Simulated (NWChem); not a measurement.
System: C₂H₇BO; SMILES BOCC

NWChem input:

```
start job
memory heap 200 mb stack 900 mb global 1100 mb
geometry units angstroms noautosym nocenter noautoz
  B     -0.242078     1.809879    -0.212094
  H     -0.040898     1.861276    -1.410387
  H     -0.697872     2.738190     0.413752
  O      0.042031     0.695548     0.473244
  C      0.567429    -0.473488    -0.127113
  C     -0.412018    -1.618143    -0.007664
  H      0.814699    -0.270858    -1.184281
  H      1.506417    -0.715912     0.397196
  H     -1.336040    -1.407288    -0.567229
  H      0.029696    -2.543001    -0.408139
  H     -0.680730    -1.790358     1.045118
end
basis spherical
  * library pcsseg-1
end
dft
  xc pbe0
  iterations 150
end
property
  shielding
end
task dft property
```

Output (shortened):

```
             Northwest Computational Chemistry Package (NWChem) 7.3.0
             --------------------------------------------------------

                             Geometry "geometry" -> ""
                             -------------------------

 Output coordinates in angstroms (scale by  1.889725989 to convert to a.u.)

  No.       Tag          Charge          X              Y              Z
 ---- ---------------- ---------- -------------- -------------- --------------
    1 B                    5.0000    -0.24207800     1.80987900    -0.21209400
    2 H                    1.0000    -0.04089800     1.86127600    -1.41038700
    3 H                    1.0000    -0.69787200     2.73819000     0.41375200
    4 O                    8.0000     0.04203100     0.69554800     0.47324400
    5 C                    6.0000     0.56742900    -0.47348800    -0.12711300
    6 C                    6.0000    -0.41201800    -1.61814300    -0.00766400
    7 H                    1.0000     0.81469900    -0.27085800    -1.18428100
    8 H                    1.0000     1.50641700    -0.71591200     0.39719600
    9 H                    1.0000    -1.33604000    -1.40728800    -0.56722900
   10 H                    1.0000     0.02969600    -2.54300100    -0.40813900
   11 H                    1.0000    -0.68073000    -1.79035800     1.04511800

 Effective nuclear repulsion energy (a.u.)     118.1939905823

                              NWChem Property Module
                              ----------------------

  itol2e modified to match energy
  convergence criterion.

                                 NWChem DFT Module
                                 -----------------

 Summary of "ao basis" -> "ao basis" (spherical)
 ------------------------------------------------------------------------------
       Tag                 Description            Shells   Functions and Types
 ---------------- ------------------------------  ------  ---------------------
 B                          pcsseg-1                 7       17   3s3p1d
 H                          pcsseg-1                 3        5   2s1p
 O                          pcsseg-1                 7       17   3s3p1d
 C                          pcsseg-1                 7       17   3s3p1d

  itol2e modified to match energy
  convergence criterion.

[...]

          -----------------------------------------
          Chemical Shielding Tensors (GIAO, in ppm)
          -----------------------------------------

                                NWChem CPHF Module
                                ------------------

  scftype          =     RHF
  nclosed          =       16
  nopen            =        0
  variables        =     1392
  # of vectors     =        3
  tolerance        = 0.10D-03
  level shift      = 0.00D+00
  max iterations   =       50
  max subspace     =       30

 SCF residual:    1.3907370403438868E-004

Iterative solution of linear equations
  No. of variables     1392
  No. of equations        3
  Maximum subspace       30
        Iterations       50
       Convergence  1.0D-04

   iter   nsub   residual    time
   ----  ------  --------  ---------
     1      3    6.25D-01      67.4
     2      6    4.15D-02      72.3
     3      9    1.40D-03      77.0
     4     12    6.39D-05      81.7

      Atom:    1  B
        Diamagnetic
    189.2484     -4.5730     -0.4776
     -4.5730    203.1169     -4.9208
     -0.4776     -4.9208    198.8664

        Paramagnetic
   -102.8981     24.4925      6.8725
     24.4925   -165.9698     13.9685
      6.8725     13.9685   -159.5897

        Total Shielding Tensor
     86.3502     19.9195      6.3950
     19.9195     37.1471      9.0478
      6.3950      9.0478     39.2767

           isotropic =      54.2580
          anisotropy =      60.9515

          Principal Components and Axis System
                 1           2           3
               94.8923     41.3400     26.5416

      1         0.9247     -0.3039     -0.2293
      2         0.3444      0.4108      0.8442
      3         0.1624      0.8596     -0.4846

      Atom:    2  H
        Diamagnetic
     24.6187     -0.5404     -1.2973
     -0.5404     27.7869     -2.8169
     -1.2973     -2.8169     35.6737

        Paramagnetic
      1.5250      0.7927      1.7348
      0.7927     -0.5811      1.8460
      1.7348      1.8460    -10.7041

        Total Shielding Tensor
     26.1437      0.2524      0.4375
      0.2524     27.2058     -0.9710
      0.4375     -0.9710     24.9696

           isotropic =      26.1064
          anisotropy =       2.2010

          Principal Components and Axis System
                 1           2           3
               27.5737     26.2861     24.4593

      1         0.0617      0.9569     -0.2839
      2         0.9385      0.0411      0.3427
      3        -0.3396      0.2877      0.8955

      Atom:    3  H
        Diamagnetic
     27.1020     -3.8424     -1.8195
     -3.8424     34.5139      3.6096
     -1.8195      3.6096     27.8474

        Paramagnetic
     -1.4436      3.5052      1.7721
      3.5052     -7.3031     -3.5253
      1.7721     -3.5253     -1.9778

        Total Shielding Tensor
     25.6584     -0.3372     -0.0474
     -0.3372     27.2108      0.0843
     -0.0474      0.0843     25.8696

           isotropic =      26.2463
          anisotropy =       1.5609

          Principal Components and Axis System
                 1           2           3
               27.2869     25.8667     25.5852

      1        -0.2041     -0.0889      0.9749
      2         0.9768     -0.0845      0.1968
      3         0.0649      0.9924      0.1041

      Atom:    4  O
        Diamagnetic
    384.8830    -12.1403     -0.9267
    -12.1403    414.6590     -0.6440
     -0.9267     -0.6440    385.9451

        Paramagnetic
   -128.9320    165.2426     75.4771
    165.2426   -417.0099    -61.6179
     75.4771    -61.6179   -373.8302

[...]
```

Level: PBE0/pcSseg-1, GIAO. All runs use the structure optimised with PBE0/def2-SVP. The printed shielding anisotropy is the first printed principal value minus the mean of the other two.
